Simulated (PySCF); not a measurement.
C2H10GeSi, SMILES C[SiH](C)[GeH3].

Geometry: PBE0-D3(BJ)/def2-SVP. This is a generated structure with no PubChem entry under its InChIKey; it may be hypothetical.

The numbers are results of ωB97X/def2-TZVP (PySCF), not measurements.

Gas-phase values at a fixed geometry.

Computed frontier levels, gap, dipole moment and polarisability:
The highest occupied level is -9.92 eV and the lowest empty level comes out as 2.45 eV. The orbital gap is 12.37 eV. The dipole moment comes out as 1.28 D and the quadrupole, principal values (traceless, Buckingham form, about the centre of nuclear charge) is -1.64, 0.53, 1.11 D·Å. The mean static polarisability is 85.5 bohr³ (12.67 Å³) and the polarisability, principal values comes out as 76.0, 83.8, 96.7 bohr³.
